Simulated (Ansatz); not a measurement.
Consider the silylene loss: `[OH][Al]([O][SiH3])[O][SiH3]` → `[OH][Al]([OH])[O][SiH3]` + `[SiH2]`.

Gas-phase electronic energies from Ansatz, PBE0-D4/def2-TZVP geometries. CCSD(T)/CBS adds triple-zeta CCSD(T) − MP2 to the extrapolated MP2 energy (def2 sets, frozen cores). This one scheme is used for every species. Functionals use def2-TZVPP. Each species was taken in one conformer, which may not be the lowest.

CCSD(T)/CBS gives +82.0 kcal/mol.

(1) Another level gave +79.2 kcal/mol. Which?
A. PBE0-D4/def2-TZVPP
B. CCSD(T)/def2-TZVPP
C. SCS-MP2/def2-TZVPP
D. PBE-D4/def2-TZVPP

Largest T1 diagnostic among the species: 0.014.

## Answers

(1) D. PBE-D4 79.2, SCS-MP2/def2-TZVPP 83.9, CCSD(T)/def2-TZVPP 80.6, PBE0-D4 82.8 kcal/mol.

From PBE to PBE0 (25 % exact exchange), in def2-TZVPP and without D4, ΔE moves by +3.7 kcal/mol. The D4 term adds +2.6 kcal/mol with B3LYP and +1.5 kcal/mol with PBE0; it sums over pairs of atoms, weighted by their polarisabilities, and B3LYP, whose exchange is more repulsive, gets the larger term.

B3LYP here is the variant with VWN-RPA as its local correlation; programs differ in this.
